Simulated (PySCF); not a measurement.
PySCF input for Ga(OH)(SiH3)2 (GaH₇OSi₂), SMILES [OH][Ga]([SiH3])[SiH3], PBE-D3(BJ)/def2-SVP. Coordinates come from a PBE-D3(BJ)/def2-SVP optimisation. One conformer was computed; it need not be the lowest.

```python
import numpy as np
from pyscf import gto, scf, dft, df
from pyscf.hessian import thermo

mol = gto.M(
    atom='''
    Ga   -0.25484041    0.00126159    0.00000000
    O    -2.06667241    0.13354819    0.00000000
    H    -2.52225776   -0.72874004   -0.00000000
    Si    0.75885384    2.19533024    0.00000000
    H     1.63892304    2.36108703   -1.21384732
    H     1.63892305    2.36108703    1.21384731
    H    -0.27025973    3.29292775    0.00000000
    Si    0.74227926   -2.21561155   -0.00000000
    H     1.61410529   -2.40000520    1.21666576
    H     1.61410529   -2.40000520   -1.21666576
    H    -0.29597064   -3.30990787   -0.00000000
    ''',
    basis='def2-SVP',
    charge=0,
    spin=0,
    max_memory=1600,
    verbose=3,
)
mf = dft.RKS(mol, xc='pbe').density_fit(auxbasis='def2-universal-jkfit')
mf.disp = 'd3bj'
mf.grids.level = 3
mf.conv_tol = 1e-11
mf.max_cycle = 100
mf.kernel()

# [left out here: the lines that compute and print the analytic Hessian (its translational invariance restored by hand, since the grid's response is missing), thermochemistry and intensities]
```

Log of the run:

```
converged SCF energy = -2582.12595607063

WARN: DFTD3 does not support analytical Hessian, using finite difference


WARN: Mole.unit (angstrom) is changed to Bohr

Mode                                 0                   1                   2
Irrep
Freq [cm^-1]                       23.7360             37.7709             70.8770
Reduced mass [au]                   1.0192              1.0845              4.5969
Force const [Dyne/A]                0.0003              0.0009              0.0136
Char temp [K]                      34.1508             54.3440            101.9763
Normal mode                   x     y     z       x     y     z       x     y     z
       0  Ga                -0.00 -0.00 -0.00    0.00  0.00 -0.00    0.06 -0.00 -0.00
       1   O                -0.00  0.00  0.02    0.00 -0.00  0.06    0.05 -0.00 -0.00
       2   H                -0.00  0.00  0.05    0.00 -0.00  0.07    0.05 -0.00 -0.00
       3  Si                 0.00 -0.00  0.00   -0.00  0.00 -0.02   -0.08  0.06  0.00
       4   H                 0.41 -0.16  0.28    0.18 -0.08  0.10   -0.09  0.14 -0.00
       5   H                -0.41  0.16  0.28   -0.18  0.08  0.10   -0.09  0.14  0.00
       6   H                -0.00 -0.00 -0.49   -0.00 -0.00 -0.24   -0.18 -0.04  0.00
       7  Si                 0.00  0.00 -0.01   -0.00 -0.00 -0.01   -0.07 -0.06  0.00
       8   H                 0.21  0.07 -0.15   -0.40 -0.16  0.25   -0.09 -0.15  0.00
       9   H                -0.21 -0.07 -0.15    0.40  0.16  0.25   -0.09 -0.15 -0.00
      10   H                 0.00 -0.00  0.23   -0.00  0.00 -0.49   -0.18  0.04  0.00
Mode                                 3                   4                   5
Irrep
Freq [cm^-1]                      107.2696            140.4026            279.1722
Reduced mass [au]                   5.1018              4.7423              8.4634
Force const [Dyne/A]                0.0346              0.0551              0.3886
[...]
       6   H                -0.03  0.01 -0.00   -0.00 -0.00  0.20   -0.31 -0.34  0.00
       7  Si                -0.05  0.07 -0.00   -0.00  0.00  0.03   -0.04 -0.03 -0.00
       8   H                -0.02  0.17 -0.00    0.14 -0.32 -0.13    0.08  0.29 -0.03
       9   H                -0.02  0.17  0.00   -0.14  0.32 -0.13    0.08  0.29  0.03
      10   H                 0.05 -0.01 -0.00    0.00 -0.00 -0.19    0.38 -0.42  0.00
Mode                                 9                  10                  11
Irrep
Freq [cm^-1]                      436.4640            463.7747            473.0678
Reduced mass [au]                   1.2010              1.1173              1.1865
Force const [Dyne/A]                0.1348              0.1416              0.1564
Char temp [K]                     627.9746            667.2686            680.6392
Normal mode                   x     y     z       x     y     z       x     y     z
       0  Ga                -0.00 -0.00  0.02   -0.00  0.00  0.01    0.02 -0.00  0.00
       1   O                -0.00  0.00 -0.05    0.00 -0.00  0.04    0.02 -0.00  0.00
       2   H                -0.00  0.00  0.40   -0.00  0.00 -0.67   -0.00  0.01 -0.00
       3  Si                -0.00  0.00 -0.02    0.00 -0.00 -0.05   -0.05  0.03 -0.00
       4   H                 0.10  0.19  0.08    0.19  0.37  0.15    0.06 -0.32  0.03
       5   H                -0.10 -0.19  0.08   -0.19 -0.37  0.15    0.06 -0.32 -0.03
       6   H                 0.00  0.00  0.12   -0.00 -0.00  0.22    0.37  0.41  0.00
       7  Si                 0.00  0.00 -0.05    0.00 -0.00 -0.00   -0.04 -0.02 -0.00
       8   H                -0.21  0.41  0.17   -0.01  0.02  0.00    0.05  0.26 -0.02
       9   H                 0.21 -0.41  0.17    0.01 -0.02  0.00    0.05  0.26  0.02
      10   H                -0.00  0.00  0.24   -0.00  0.00  0.01    0.28 -0.31 -0.00
Mode                                12                  13                  14
Irrep
Freq [cm^-1]                      654.3856            768.7406            806.3796
Reduced mass [au]                  13.8957              1.0981              1.1197
Force const [Dyne/A]                3.5059              0.3823              0.4290
Char temp [K]                     941.5151           1106.0466           1160.2007
Normal mode                   x     y     z       x     y     z       x     y     z
       0  Ga                -0.05  0.00 -0.00   -0.01 -0.01  0.00   -0.00 -0.01 -0.00
       1   O                 0.22 -0.02 -0.00   -0.02  0.06  0.00   -0.01  0.03 -0.00
       2   H                 0.09  0.06  0.00    0.79 -0.38 -0.00    0.32 -0.15 -0.00
       3  Si                -0.00 -0.00  0.00   -0.01 -0.01 -0.00    0.01  0.04  0.00
       4   H                 0.00  0.03  0.01    0.05  0.12  0.05   -0.08 -0.35 -0.11
       5   H                 0.00  0.03 -0.01    0.05  0.12 -0.05   -0.08 -0.35  0.11
       6   H                 0.02  0.03  0.00    0.12  0.12  0.00   -0.24 -0.22 -0.00
       7  Si                -0.00 -0.00 -0.00    0.01 -0.01 -0.00   -0.01  0.04  0.00
       8   H                 0.01 -0.03 -0.01   -0.07  0.12  0.07    0.07 -0.34 -0.11
       9   H                 0.01 -0.03  0.01   -0.07  0.12 -0.07    0.07 -0.34  0.11
      10   H                 0.03 -0.03  0.00   -0.11  0.10 -0.00    0.25 -0.23 -0.00
Mode                                15                  16                  17
Irrep
Freq [cm^-1]                      832.7122            899.2692            899.5070
Reduced mass [au]                   1.1051              1.0317              1.0330
Force const [Dyne/A]                0.4515              0.4916              0.4924
Char temp [K]                    1198.0875           1293.8482           1294.1904
Normal mode                   x     y     z       x     y     z       x     y     z
       0  Ga                -0.00  0.00  0.00    0.00  0.00 -0.00   -0.00 -0.00 -0.00
       1   O                 0.02 -0.00  0.00   -0.00 -0.01  0.00    0.00  0.00  0.00
       2   H                 0.00  0.01  0.00   -0.05  0.02 -0.00    0.00 -0.00 -0.01
       3  Si                 0.02  0.03  0.00   -0.01  0.00  0.00    0.00 -0.00  0.02
       4   H                -0.10 -0.35 -0.13    0.17 -0.02  0.13   -0.15  0.27 -0.06
       5   H                -0.10 -0.35  0.13    0.17 -0.02 -0.13    0.15 -0.27 -0.06
       6   H                -0.28 -0.26 -0.00   -0.07 -0.06 -0.00    0.00  0.00 -0.49
       7  Si                 0.02 -0.03 -0.00    0.02  0.01 -0.00   -0.00 -0.00 -0.02
       8   H                -0.12  0.34  0.14   -0.49 -0.09  0.35   -0.16 -0.30  0.06
       9   H                -0.12  0.34 -0.14   -0.49 -0.09 -0.35    0.17  0.30  0.06
      10   H                -0.28  0.26 -0.00    0.26 -0.22  0.00   -0.00  0.00  0.54
Mode                                18                  19                  20
Irrep
Freq [cm^-1]                      902.0934            903.0030           2132.6693
Reduced mass [au]                   1.0313              1.0307              1.0200
Force const [Dyne/A]                0.4944              0.4952              2.7334
Char temp [K]                    1297.9116           1299.2202           3068.4363
Normal mode                   x     y     z       x     y     z       x     y     z
       0  Ga                -0.00  0.00  0.00    0.00  0.00  0.00    0.00 -0.00 -0.00
       1   O                 0.00 -0.00  0.00    0.00 -0.00 -0.00   -0.00  0.00  0.00
       2   H                 0.00 -0.00 -0.00   -0.00  0.00  0.00    0.00 -0.00 -0.00
       3  Si                -0.02  0.01  0.00    0.00 -0.00  0.02    0.01  0.00 -0.00
       4   H                 0.50 -0.09  0.36   -0.16  0.30 -0.06   -0.14 -0.02  0.20
       5   H                 0.50 -0.09 -0.36    0.16 -0.30 -0.06   -0.14 -0.02 -0.20
       6   H                -0.25 -0.21 -0.00    0.00  0.00 -0.54    0.09 -0.09 -0.00
       7  Si                -0.01 -0.01  0.00    0.00  0.00  0.02   -0.00  0.02 -0.00
       8   H                 0.16  0.04 -0.12    0.15  0.27 -0.05    0.28 -0.05  0.40
       9   H                 0.16  0.04  0.12   -0.15 -0.27 -0.05    0.28 -0.05 -0.40
      10   H                -0.09  0.08 -0.00    0.00 -0.00 -0.49   -0.42 -0.42 -0.00
Mode                                21                  22                  23
Irrep
Freq [cm^-1]                     2138.7337           2149.2216           2150.9377
Reduced mass [au]                   1.0221              1.0502              1.0507
Force const [Dyne/A]                2.7547              2.8581              2.8640
Char temp [K]                    3077.1617           3092.2513           3094.7205
Normal mode                   x     y     z       x     y     z       x     y     z
       0  Ga                 0.00  0.00 -0.00    0.00  0.00 -0.00    0.00  0.00  0.00
       1   O                -0.00 -0.00 -0.00   -0.00 -0.00 -0.00   -0.00 -0.00 -0.00
       2   H                -0.00 -0.00 -0.00   -0.00  0.00  0.00   -0.00  0.00  0.00
       3  Si                -0.02 -0.01  0.00   -0.00 -0.00 -0.04    0.00  0.00  0.00
       4   H                 0.35  0.06 -0.50   -0.40 -0.07  0.53   -0.01 -0.00  0.01
       5   H                 0.35  0.06  0.50    0.40  0.07  0.53   -0.01 -0.00 -0.01
       6   H                -0.21  0.20  0.00   -0.00  0.00 -0.01    0.01 -0.01  0.00
       7  Si                -0.00  0.01 -0.00    0.00  0.00  0.01    0.04  0.01  0.00
       8   H                 0.11 -0.02  0.15   -0.10  0.02 -0.14   -0.26  0.06 -0.38
       9   H                 0.11 -0.02 -0.15    0.10 -0.02 -0.14   -0.26  0.06  0.38
      10   H                -0.18 -0.19 -0.00   -0.00 -0.00  0.00   -0.50 -0.53  0.00
Mode                                24                  25                  26
Irrep
Freq [cm^-1]                     2151.7833           2168.5435           3728.5539
Reduced mass [au]                   1.0506              1.0487              1.0670
Force const [Dyne/A]                2.8661              2.9057              8.7399
Char temp [K]                    3095.9371           3120.0513           5364.5588
Normal mode                   x     y     z       x     y     z       x     y     z
       0  Ga                 0.00  0.00 -0.00   -0.00  0.00 -0.00    0.00 -0.00 -0.00
       1   O                -0.00 -0.00  0.00    0.00 -0.00 -0.00   -0.03 -0.05 -0.00
       2   H                -0.00  0.00 -0.00    0.00  0.00  0.00    0.46  0.85  0.00
       3  Si                 0.00  0.00 -0.01   -0.03  0.02 -0.00   -0.00  0.00  0.00
       4   H                -0.10 -0.02  0.14    0.12  0.03 -0.18   -0.00  0.00 -0.00
       5   H                 0.10  0.02  0.14    0.12  0.03  0.18   -0.00  0.00  0.00
       6   H                 0.00 -0.00 -0.00    0.64 -0.68 -0.00    0.00  0.00 -0.00
       7  Si                 0.00  0.00 -0.04   -0.00 -0.00  0.00    0.00  0.00  0.00
       8   H                 0.39 -0.08  0.53   -0.00  0.00 -0.00    0.00 -0.00  0.00
       9   H                -0.39  0.08  0.53   -0.00  0.00  0.00    0.00 -0.00 -0.00
      10   H                -0.00 -0.00 -0.01    0.01  0.01  0.00   -0.00 -0.00 -0.00
temperature 298.1500 [K]
pressure 101325.00 [Pa]
Rotational constants [GHz] 3.96362 1.55580 1.14747
Symmetry number 1
Zero-point energy (ZPE) 0.06029 [Eh]   158298.145 [J/mol]
                           tot       elec      trans        rot        vib
Entropy [J/mol/K]       416.538      0.000    171.149    118.028    127.361
Cv [J/mol/K]            129.342      0.000     12.472     12.472    104.398
Cp [J/mol/K]            137.656      0.000     20.786     12.472    104.398
Internal energy [J/mol]                      3718.434   3718.434 175926.649
Internal energy [Eh]   -2582.05612  -2582.12596
Enthalpy [J/mol]                             6197.391   3718.434 175926.649
Enthalpy [Eh]          -2582.05517
Gibbs free energy [J/mol]                  -44830.724 -31471.528 137953.988
Gibbs free energy [Eh] -2582.10247
mode   freq/cm-1   IR/(km/mol)
   1       23.74         0.008
   2       37.77         0.086
   3       70.88         1.402
   4      107.27         4.152
   5      140.40        13.236
   6      279.17         0.390
   7      344.43        17.826
   8      370.95        31.305
   9      430.94        14.450
  10      436.46         1.976
  11      463.77        78.188
  12      473.07         7.151
  13      654.39        82.898
  14      768.74       246.294
  15      806.38       318.488
  16      832.71        46.435
  17      899.27        23.776
  18      899.51         0.268
  19      902.09        36.914
  20      903.00        55.480
  21     2132.67       102.851
  22     2138.73        29.147
  23     2149.22        39.658
  24     2150.94        84.021
  25     2151.78       108.186
  26     2168.54        76.433
  27     3728.55        51.520
max |gradient| / (hartree/bohr): 7.396891036377221e-05
APT charges: [ 0.7851 -0.7391  0.2496  0.545  -0.2169 -0.2169 -0.2375  0.5097 -0.2133
 -0.2133 -0.2526]
```

The run converged.

Cost: about 2.1 core-minutes (a rough figure).
